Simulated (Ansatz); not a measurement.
Total energies of the cluster Cs2Cl2⁻ (the lowest doublet isomer of a short search) from Ansatz at PBE0-D4/def2-TZVPD, gas phase (1 Eh = 27.2114 eV = 2625.5 kJ/mol). The reference geometry is relaxed at PBE-D4/def2-TZVPD.

```xyz
4

Cs   -1.120   -0.947    1.772
Cs    1.119    0.947   -1.772
Cl   -1.085    1.956    0.360
Cl    1.085   -1.956   -0.359
```

```tsv
state	geometry	energy (Eh)
charge -1 doublet	reference	-960.66603
charge 0 singlet	reference	-960.65889
charge -1 quartet	relaxed at PBE-D4/def2-TZVPD	-960.53277
```

In the def2 sets Cs takes a core potential; there is no spin–orbit coupling.

Question: Work out the vertical ionisation energy to the singlet.

Answer: E(charge 0 singlet) − E(charge -1 doublet) = -960.65889 − (-960.66603) = 0.00714 Eh = 0.19 eV. For comparison, −ε of the highest occupied level of the spin that leaves is -0.46 eV at this level, 0.65 eV less.

Question: Which of the charge -1 states is lowest, and how far above it are the others?

Answer: The doublet. quartet: -960.53277 − (-960.66603) = 0.13326 Eh = 349.9 kJ/mol. The quartet differs in its bonds from the reference.

At PBE0-D4/def2-TZVPD the highest occupied level of the charge -1 doublet lies above zero (up to 0.46 eV). By energy differences its removal costs 0.19 eV (vertical, to the charge 0 singlet, at PBE0-D4/def2-TZVPD); a positive level beside a positive removal energy at the same level points to self-interaction error. 

The structure comes from a short search, and lower isomers may exist.
